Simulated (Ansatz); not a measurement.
Sn₃F₂, relaxed as a singlet with RKS PBE-D4/def2-SVP in Ansatz, starting from the GFN2-xTB geometry. Force threshold 0.02 eV/Å.

In the def2 sets Sn takes a core potential; there is no spin–orbit coupling. The restricted singlet is unstable towards broken spin symmetry in Hartree–Fock (as tested in another run); at PBE-D4/def2-SVP this wasn't settled. Another isomer (singlet) lies 0.13 eV lower at PBE0-D4/def2-TZVP; other spin states weren't run for this one.

Start:

```xyz
5

Sn    1.794   -0.362    1.487
Sn   -1.651   -0.347   -1.609
Sn   -0.204    1.264    0.256
F    -0.426    0.269   -3.124
F     0.488   -0.825    2.989
```

```tsv
step	energy (eV)	largest force component (eV/Å)	SCF passes
1	-22920.9645	0.704	19
2	-22921.0735	0.154	26
3	-22921.1659	0.281	26
4	-22921.2757	0.399	27
5	-22921.4063	0.439	27
6	-22921.5658	0.284	27
7	-22921.6676	0.340	28
8	-22921.7471	0.240	28
9	-22921.8269	0.438	27
10	-22921.9437	0.204	28
11	-22922.0635	0.370	27
12	-22922.1634	0.274	26
13	-22922.1939	0.147	26
14	-22922.1981	0.037	21
15	-22922.1983	0.024	21
16 (rejected)	-22922.1983	0.030	21
17	-22922.1984	0.004	16
```

Force components are those of the run's own axes.

End:

```
atom   x (Å)   y (Å)   z (Å)
 Sn1   0.758  -1.440   1.095
 Sn2  -0.294  -1.092  -1.603
 Sn3  -0.224   1.223   0.245
  F4  -0.933   0.924  -1.954
  F5   0.693   0.384   2.217
```

Bonds formed: Sn1–Sn2, Sn3–F4, Sn3–F5 (atoms count from 1).

No frequencies were taken in this run, so the end may be a saddle point.

Run time 16 s (4 threads of Arm Neoverse V1 on a shared host).
